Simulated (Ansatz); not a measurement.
Relaxation of ClF4H2Ta (8 atoms, charge 0, multiplicity 1), to a largest force component of 0.03 eV/Å in at most 50 steps.

These are results of RKS PBE/def2-SVP in Ansatz 0.2.0, not measurements.

```xyz
8
Properties=species:S:1:pos:R:3:forces:R:3
Ta -0.023 0.200 0.056 1.32 0.14 0.10
Cl 2.380 0.496 0.219 -1.24 0.02 -0.13
F -0.114 0.437 1.932 0.00 0.00 0.02
F 0.239 -0.382 -1.726 0.01 -0.01 -0.01
F -0.906 1.772 -0.380 0.00 0.00 0.00
F -1.190 -1.251 0.266 -0.02 -0.01 0.00
H 1.173 -2.439 0.830 -1.33 -1.31 0.20
H 1.677 -1.925 0.750 1.27 1.17 -0.17
```

Q: Where does it end, and by what steps?

A: The run converged. After 10 steps the energy has fallen by 0.196 eV; H8 moved furthest, 0.97 Å.

```json
{"step": "0", "energy less start (eV)": "0.0000", "largest force component (eV/Å)": "1.332", "accepted": "yes"}
{"step": "1", "energy less start (eV)": "-0.1217", "largest force component (eV/Å)": "0.670", "accepted": "yes"}
{"step": "2", "energy less start (eV)": "-0.1420", "largest force component (eV/Å)": "0.079", "accepted": "yes"}
{"step": "3", "energy less start (eV)": "-0.1479", "largest force component (eV/Å)": "0.123", "accepted": "yes"}
{"step": "4", "energy less start (eV)": "-0.1532", "largest force component (eV/Å)": "0.248", "accepted": "yes"}
{"step": "5", "energy less start (eV)": "-0.1629", "largest force component (eV/Å)": "0.484", "accepted": "yes"}
{"step": "6", "energy less start (eV)": "-0.1743", "largest force component (eV/Å)": "0.677", "accepted": "yes"}
{"step": "7", "energy less start (eV)": "-0.1866", "largest force component (eV/Å)": "0.442", "accepted": "yes"}
{"step": "8", "energy less start (eV)": "-0.1909", "largest force component (eV/Å)": "0.145", "accepted": "yes"}
{"step": "9", "energy less start (eV)": "-0.1954", "largest force component (eV/Å)": "0.051", "accepted": "yes"}
{"step": "10", "energy less start (eV)": "-0.1961", "largest force component (eV/Å)": "0.026", "accepted": "yes"}
```

```xyz
8
Properties=species:S:1:pos:R:3
Ta -0.041 0.431 0.009
Cl 2.229 0.680 0.183
F -0.416 0.853 1.821
F -0.038 -0.028 -1.832
F -0.999 1.969 -0.460
F -0.762 -1.267 0.344
H 1.252 -2.917 0.913
H 2.012 -2.813 0.967
```

Run time: 15 s on 4 threads of Arm Neoverse V2, on a shared host, peak memory 0.17 GiB.
